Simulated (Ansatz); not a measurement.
Basis sets compared for Sn2Te3 (the lowest singlet isomer of a short search). The state is a singlet with charge 0. Geometry PBE0-D4/def2-SVP. Ansatz on 4 threads of Arm Neoverse V2 on a shared host; times are rough, and most runs start from earlier orbitals.

```xyz
5

Sn   -0.923    1.580    0.115
Sn    1.427   -1.115   -0.287
Te   -1.504   -1.170   -0.940
Te   -0.796   -0.951    1.725
Te    1.796    1.656   -0.612
```

In the def2 sets Sn, Te take a core potential; there is no spin–orbit coupling. The structure comes from a short search, and lower isomers may exist.

Binding counts from free atoms (Sn triplet, Te triplet) in the same basis, without a counterpoise term.

```
           level  functions  energy (Eh)  HOMO (eV)  LUMO (eV)  binding per atom (eV)  wall time
 PBE-D4/def2-SVP        130   -1232.8733      -4.87      -3.29                   2.69      1.9 s
PBE0-D4/def2-SVP        130   -1232.9313      -5.80      -2.62                   2.53      3.6 s
```

Question: Estimate the rows for PBE-D4/def2-TZVP (with forces), PBE0-D4/def2-TZVP.

Answer: 
| level | functions | energy (Eh) | HOMO (eV) | LUMO (eV) | binding per atom (eV) | wall time |
| --- | --- | --- | --- | --- | --- | --- |
| PBE-D4/def2-TZVP (with forces) | 250 | -1232.9180 | -4.92 | -3.28 | 2.72 | 5 s |
| PBE0-D4/def2-TZVP | 250 | -1232.9741 | -5.81 | -2.58 | 2.57 | 10 s |
